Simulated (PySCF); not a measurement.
C3H4FNSSi. Atoms are numbered in the order given.

```xyz
11

F     -2.0408     0.0926     0.0000
C     -0.7452     0.3569     0.0000
S     -0.1928     1.9980     0.0000
C      1.4277     1.3682     0.0000
N      1.5275     0.0802     0.0000
C      0.2838    -0.5404     0.0000
Si     0.1635    -2.4142     0.0000
H      2.2815     2.0519     0.0000
H      0.8319    -2.9588    -1.2143
H     -1.2733    -2.8055     0.0000
H      0.8319    -2.9588     1.2143
```

The structure is a stationary point at ωB97X-D3(BJ)/def2-SVP. This is a generated structure with no PubChem entry under its InChIKey; it may be hypothetical.

All values below come from PySCF with HF/pcSseg-1.

GIAO shieldings, no solvent; atoms alike by connectivity are averaged. δ = σ(ref) − σ: ¹⁹F against CFCl3 (σ = 238.5 ppm); ¹³C against TMS (σ = 192.6 ppm); ³³S against H2S (σ = 725.2 ppm); ¹⁵N against NH3 (σ = 267.3 ppm); ²⁹Si against TMS (σ = 393.8 ppm); ¹H against TMS (σ = 31.99 ppm), references at their B3LYP-D3(BJ)/def2-TZVP geometries, non-relativistic.

Computed chemical shifts:
```csv
nucleus,atoms,count,δ (ppm)
¹⁹F,F1,1,-122.6
¹³C,C2,1,181.1
¹³C,C4,1,158.4
¹³C,C6,1,135.0
³³S,S3,1,404.5
¹⁵N,N5,1,393.2
²⁹Si,Si7,1,-74.1
¹H,H8,1,8.69
¹H,"H9, H10, H11",3,4.63
```
